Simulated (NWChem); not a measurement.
Molecule: ScBrCl₂; SMILES [Cl][Sc]([Cl])[Br]

All runs: NWChem. All runs use the structure optimised with PBE0/def2-SVP.

Diagonal of the polarisability tensor at PBE0/def2-SVPD, static: 60.25, 99.76, 91.15 bohr³.

Find the mean polarisability volume, the molar refraction, and the refractive index that an ideal gas of it would have at 273.15 K and 1 atm.


1. Mean: one third of the trace = 83.72 bohr³ × 0.14818 Å³/bohr³ = 12.41 Å³.
2. Molar refraction (Lorentz-Lorenz): (4π/3) N_A α = 31.3 cm³/mol.
3. Number density p/kT = 2.687 × 10⁻⁵ Å⁻³; n − 1 = 2π N α = 20.94 × 10⁻⁴.
4. These hold the electronic response alone: vibrational and orientational terms add to the static dielectric constant.
